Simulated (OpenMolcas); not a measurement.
Cr2+ (d4) among equal point charges was computed by CASSCF with the d shell active (OpenMolcas, ANO-RCC-VDZP on the metal). Its lowest spin-free states, and all those of the highest spin:

```json
{"2S+1": "5", "Degeneracy": "3", "E (cm-1)": "0.0"}
{"2S+1": "5", "Degeneracy": "2", "E (cm-1)": "672.7"}
{"2S+1": "3", "Degeneracy": "3", "E (cm-1)": "19153"}
{"2S+1": "3", "Degeneracy": "3", "E (cm-1)": "19380"}
{"2S+1": "3", "Degeneracy": "3", "E (cm-1)": "19856"}
{"2S+1": "3", "Degeneracy": "2", "E (cm-1)": "19894"}
{"2S+1": "3", "Degeneracy": "3", "E (cm-1)": "21687"}
{"2S+1": "3", "Degeneracy": "3", "E (cm-1)": "22506"}
{"2S+1": "3", "Degeneracy": "3", "E (cm-1)": "22570"}
{"2S+1": "3", "Degeneracy": "1", "E (cm-1)": "22798"}
{"2S+1": "3", "Degeneracy": "3", "E (cm-1)": "24327"}
{"2S+1": "3", "Degeneracy": "2", "E (cm-1)": "24762"}
```

Question: Is the site octahedral, tetrahedral or cube-like, axial, or of lower symmetry?

Answer: The states with 2S+1 = 5 have orbital degeneracies 3, 2. Threefold states need a cubic site. For d4 at this spin an octahedron puts the twofold E below the threefold T2 and a tetrahedron or cube puts the threefold T2 below the twofold E, so the site is a tetrahedron or a cube, which this pattern cannot tell apart. The first gap at this spin, 673 cm-1, is |10Dq| in ligand-field theory. The run had Cr2+ among 4 point charges of -0.5 e arranged as a tetrahedron (Td), 2.07 Å from the ion.

An orbital triplet at a regular site is open to Jahn-Teller coupling, which can distort the site and quench the lowest spin-orbit gaps and is left out. Without dynamic correlation the repulsion within the d shell is too large (B by tens of per cent), so at a given field states of lower spin stand too high. The ground term spreads over less than 5000 cm-1, several times less than with real ligands, so orbital moments are less quenched and χT lies further from the spin-only value than at real sites. Point charges carry no covalency, so the field is a model and not that of real ligands. No measured value stands beside these numbers.
